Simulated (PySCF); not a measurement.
**Structure elucidation problem**

Molecular formula: C₆H₁₈AlN₃. Simulated spectra:

$^{1}$H NMR (400 MHz, computed): δ 2.54 (s, 18H).

$^{13}$C{$^{1}$H} NMR (computed): δ 41.0 (CH3, 6C).

PySCF calculation with coordinates at the PBE0-D3(BJ)/def2-SVP level and NMR shieldings at CAM-B3LYP/pcSseg-1/GIAO; equivalent nuclei averaged, one conformer, non-relativistic Hamiltonian, no solvent.

Chemical shifts δ = σref − σ; TMS for $^{1}$H (31.33 ppm), $^{13}$C (182.45 ppm), all at this level.

Propose a structure and justify it.

## Answers


- 1 carbon signal for 6 carbons: some carbons are equivalent by symmetry or fast rotation.
- Carbon types of the structure: 6 × CH3, which accounts for all hydrogens.
- δC 41.0: methyl carbon bonded to N; deshielded by the electronegative neighbour.
- δH 2.54: hydrogen on a methyl carbon bonded to N; its carbon carries N, which withdraws density.

Structure: SMILES C[N](C)[Al]([N](C)C)[N](C)C.

The data come from this structure; uniqueness wasn't tested.

Shifts are as computed, not scaled to solution data. Of 1211 compounds with measured shifts, 218 miss one by over three times the rms of a fit or turn the order of signals round; such compounds aren't used in these exercises.
